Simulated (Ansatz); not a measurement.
```yaml
crystal:
  periodic: [false, false, false]
  atoms:
    - {symbol: B, position_ang: [-0.500297, 1.741392, -1.308665]}
    - {symbol: O, position_ang: [0.119158, 0.722006, -0.717450]}
    - {symbol: Al, position_ang: [0.894157, -0.575978, 0.044511]}
    - {symbol: B, position_ang: [-0.192327, -1.603394, 1.548447]}
    - {symbol: H, position_ang: [-1.161177, 1.545089, -2.297178]}
    - {symbol: H, position_ang: [-0.397308, 2.850093, -0.847539]}
    - {symbol: H, position_ang: [2.366625, -0.888027, -0.453773]}
    - {symbol: H, position_ang: [-0.893120, -2.546350, 1.309261]}
    - {symbol: H, position_ang: [-0.147410, -1.291231, 2.705185]}
basis:
  gaussian: {orbitals: def2-TZVPD, point_charges: [{charge: 1.00, position_ang: [6.188, 0.412, 0.873]}]}
hamiltonian: {xc: {name: B3LYP-D3}, dispersion: d3bjatm, pseudopotentials: {relativity: none}}
output: {forces: true}
```

```sh
$ ansatz run in.yaml --threads 2 --pin off --events-out ev --progress --plain --max-ram 4352MiB
```

It prints (some lines left out):

```
Error: YAML parse error: error: line 15 column 19: hamiltonian.xc: no functional is named "B3LYP-D3"; the names, which are not case-sensitive, are SVWN5, SPW92, PBE, PBE0, PBEsol, revPBE, revPBE0, RPBE, rPW86-PBE, HSE06, wPBEh, LC-wPBE, HISS, HF, BLYP, B3LYP, B3LYP5, BHLYP, CAM-B3LYP, r2SCAN, r2SCANh, r2SCAN0, r2SCAN50, m-r2SCAN, B97, wB97, wB97X, wB97X-V, B97M-V, wB97M-V, B2PLYP, B2GP-PLYP, PBE0-DH, PBE-QIDH
13 | basis:
14 |   gaussian: {orbitals: def2-TZVPD, point_charges: [{charge: 1.00, position_ang: [6.…
15 | hamiltonian: {xc: {name: B3LYP-D3}, dispersion: d3bjatm, pseudopotentials: {relativ…
16 | output: {forces: true}
```

**Question.** What is wrong with this run?

**Answer.** The method's name isn't one that the program takes here. The input was rejected before any iteration.

HSE06 is defined as in plane-wave codes.
